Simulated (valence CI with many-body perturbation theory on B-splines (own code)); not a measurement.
## Energy levels of Xe4+

Method: valence CI with perturbative core correlation (CI+MBPT): four valence electrons over a frozen Dirac-Fock core [Kr] 4d10, a basis of 11 s, 11 p, 9 d, 7 f, 5 g, 2 h, 1 i functions for each j, with the one-electron correlation potential Σ1 (screened to all orders), the two-electron term Σ2, the three-electron term Σ3, Breit, model QED; selected single and double excitations, second order for the rest, scaled by the run's own slope (own B-spline code, finite nucleus).

Set against measurement, 45 paired levels are off by 319 cm⁻¹ on average, the worst by 643. These come from a selection out of Saloman, J. Phys. Chem. Ref. Data 33, 765 (2004). Levels without a partner in it may be off by more. 7 measured levels below the end of the list, from 169673 cm⁻¹ on, found no clear computed partner, and computed levels of the same name lie up to 2907 cm⁻¹ from them.

Levels 46 to 69 of 69, with energies above the lowest level, 5s2.5p2 3P_0. "Leading %" is the weight of the configuration and term that name the level; weights of strongly mixed levels are sums over their largest components and can fall short. In the jj column 3d3/2^4 stands for four electrons in 3d with j = 3/2.

| No. | Configuration | Term | J | E (cm⁻¹) | Leading % | Leading jj | Second component | g |
| --- | --- | --- | --- | --- | --- | --- | --- | --- |
| 46 | 5s2.5p.6p | 3P | 0 | 233530 | 80 | 5s^2 5p1/2 6p1/2 (88 %) | 13 % 5s2.5p.6p 1S |  |
| 47 | 5s2.5p.6p | 3P | 1 | 234590 | 45 | 5s^2 5p1/2 6p3/2 (90 %) | 17 % 5s2.5p.6p 1P | 1.333 |
| 48 | 5s2.5p.6p | 3D | 2 | 235340 | 65 | 5s^2 5p1/2 6p3/2 (87 %) | 14 % 5s2.5p.6p 1D | 1.186 |
| 49 | 5s.5p2.5d | 5F | 1 | 239930 | 82 | 5s 5p1/2^2 5d3/2 (54 %) | 5 % 5s.5p2.5d 5D | 0.194 |
| 50 | 5s.5p2.5d | 5F | 2 | 241810 | 81 | 5s 5p1/2 5p3/2 5d3/2 (34 %) | 11 % 5s.5p2.5d 5D | 1.067 |
| 51 | 5p4 | 3P | 1 | 243070 | 41 | 5p1/2 5p3/2^3 (41 %) | 31 % 5s.5p2.5d 3P | 1.330 |
| 52 | 5p4 | 3P | 0 | 243120 | 46 | 5p1/2^2 5p3/2^2 (40 %) | 31 % 5s.5p2.5d 3P |  |
| 53 | 5s.5p2.5d | 5F | 3 | 244620 | 75 | 5s 5p1/2 5p3/2 5d3/2 (34 %) | 18 % 5s.5p2.5d 5D | 1.305 |
| 54 | 5s2.5p.6p | 3P | 1 | 244940 | 41 | 5s^2 5p3/2 6p1/2 (58 %) | 28 % 5s2.5p.6p 1P | 1.200 |
| 55 | 5s2.5p.6p | 3P | 2 | 246370 | 40 | 5s^2 5p3/2 6p1/2 (73 %) | 26 % 5s2.5p.6p 3D | 1.264 |
| 56 | 5s2.5p.6p | 3D | 3 | 248360 | 94 | 5s^2 5p3/2 6p3/2 (94 %) |  | 1.334 |
| 57 | 5p4 | 1D | 2 | 248640 | 42 | 5p1/2 5p3/2^3 (46 %) | 18 % 5s.5p2.5d 1D | 1.146 |
| 58 | 5s.5p2.5d | 5F | 4 | 249350 | 82 | 5s 5p1/2 5p3/2 5d5/2 (76 %) | 15 % 5s.5p2.5d 5D | 1.370 |
| 59 | 5s2.5p.6p | 3S | 1 | 250720 | 74 | 5s^2 5p3/2 6p3/2 (66 %) | 12 % 5s2.5p.6p 1P | 1.815 |
| 60 | 5s.5p2.5d | 5D | 0 | 251840 | 91 | 5s 5p1/2 5p3/2 5d3/2 (77 %) |  |  |
| 61 | 5s.5p2.5d | 5D | 1 | 252330 | 85 | 5s 5p1/2 5p3/2 5d3/2 (61 %) | 4 % 5p4 3P | 1.460 |
| 62 | 5s.5p2.5d | 5D | 2 | 252510 | 62 | 5s 5p1/2 5p3/2 5d3/2 (47 %) | 10 % 5s.5p2.5d 5F | 1.370 |
| 63 | 5s2.5p.6p | 1D | 2 | 252930 | 56 | 5s^2 5p3/2 6p3/2 (71 %) | 26 % 5s2.5p.6p 3P | 1.174 |
| 64 | 5s.5p2.5d | 5D | 3 | 253020 | 52 | 5s 5p1/2 5p3/2 5d3/2 (40 %) | 19 % 5s.5p2.5d 5F | 1.406 |
| 65 | 5s.5p2.5d | 5F | 5 | 254790 | 93 | 5s 5p1/2 5p3/2 5d5/2 (53 %) | 4 % 5s.5p2.5d 3G | 1.391 |
| 66 | 5s.5p2.5d | 5D | 4 | 255970 | 61 | 5s 5p1/2 5p3/2 5d5/2 (48 %) | 23 % 5s.5p2.5d 3F | 1.416 |
| 67 | 5s.5p2.5d | 3F | 2 | 257840 | 82 | 5s 5p1/2 5p3/2 5d5/2 (39 %) | 6 % 5s.5p2.5d 5D | 0.747 |
| 68 | 5s2.5p.6p | 1S | 0 | 259920 | 80 | 5s^2 5p3/2 6p3/2 (87 %) | 12 % 5s2.5p.6p 3P |  |
| 69 | 5s.5p2.5d | 3F | 3 | 261880 | 66 | 5s 5p1/2 5p3/2 5d5/2 (53 %) | 22 % 5s.5p2.5d 5P | 1.229 |

Names give the largest LS component (configuration and term), which can be under half, so a name can repeat, a term be missing and a line seem to break the LS rules; names also repeat where a configuration has a term twice.

Where two levels of one J and parity lie close, their mixing, g and order are uncertain.
